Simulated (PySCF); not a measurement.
**Peak assignment**

Atom-mapped SMILES (the numbers label the heavy atoms): `[CH:1]#[C:2][Si@:3]([F:4])([C:5]#[C:6][CH3:7])[NH:8][SiH3:9]`. Each H is labelled by its parent atom.

Isolated molecule, one conformer, non-relativistic, fast rotation and ring inversion assumed for equivalent nuclei. Structure optimised with GFN2-xTB; shielding tensors at PBE0/pcSseg-1 (GIAO); PySCF 2.14.0 with density-fitted response routines.

Scale: $^{13}$C, $^{1}$H against TMS (reference shieldings calculated alike).

Question: Assign these signals to the numbered atoms. $^{13}$C{$^{1}$H} NMR (computed): δ 110.1, 100.0, 87.7, 84.9, 5.6.

Answer: 
110.1 → C6, alkyne carbon
100.0 → C1, terminal alkyne carbon: sp carbons lie upfield of alkene carbons because the cylindrical π system leaves one tensor component strongly shielded
87.7 → C2, alkyne carbon: the triple bond shields along its axis, which puts it between sp3 and sp2 carbons
84.9 → C5, alkyne carbon
5.6 → C7, propargylic methyl carbon: aliphatic region, no heteroatom directly attached

Question: Assign these signals to the numbered atoms. $^{1}$H NMR (400 MHz, computed): δ 4.76 (s, 3H), 2.10 (s, 3H), 1.91 (s, 1H), 0.42 (br s, 1H).

Answer: 
4.76 → H(Si9), hydrogen on a silicon bonded to N
2.10 → H(C7), hydrogen on a propargylic methyl carbon
1.91 → H(C1), hydrogen on a terminal alkyne carbon: it lies on the axis of the triple bond, in its shielding cone
0.42 → H(N8), hydrogen on a nitrogen bonded to 2 Si: labile proton, position sensitive to the medium

The OH or NH signal is concentration- and solvent-dependent in practice; the value given is the gas-phase one. Splittings by $^{19}$F in the carbon and heteronuclear signals aren't shown, as no couplings were computed. Shifts are as computed. Against solution values, carbons near 30 ppm lie about +3 ppm off and those near 130 ppm about +5 ppm. Of 1309 compounds with measured shifts, 239 miss one by over three times the rms of a fit or turn the order of signals round; such compounds aren't used in these exercises. Multiplicities follow the n + 1 count of equivalent neighbours, as no J values were calculated; m marks all less simple cases, F and P coupling included.
